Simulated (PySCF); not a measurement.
Diatomics of B with group 14

HF with triple-zeta basis sets in PySCF, for the lowest determinant that a PBE0 search found; no spin–orbit coupling. De refers to high-spin ground-configuration atoms. A positive dipole means M(−)B(+).

```
 M         basis  reference  state (unpaired electrons)  Re (Å)  ωe (cm⁻¹)  De (eV)  μ (D)
Si    def2-TZVPP        UHF         quartet (σ ↑, π ↑↑)   1.864        866     2.40  -0.06
Ge    def2-TZVPP        UHF         quartet (σ ↑, π ↑↑)   1.944        715     2.02  -0.22
Sn  x2c-TZVPPall        UHF         quartet (σ ↑, π ↑↑)   2.150        578     1.51  -0.84
Pb    def2-TZVPP        UHF         quartet (σ ↑, π ↑↑)   2.244        473     1.21  -1.30
```

The shortest bond is that of SiB (1.864 Å), the longest that of BPb (2.244 Å). SiB is bound most strongly (2.40 eV) and BPb least (1.21 eV).

The rows differ in basis set, which adds steps of its own.

Down a group the atoms grow and get heavier, so bonds lengthen and wavenumbers fall; this series shows no clear exception.

These are scalar-relativistic numbers at best; spin–orbit coupling would shift them, the dissociation energy most. Hartree–Fock leaves out correlation, which carries a large part of most bond energies and some tenths to 1 eV of ionisation energies. States were picked by a PBE0 search and need not be the measured ground states.
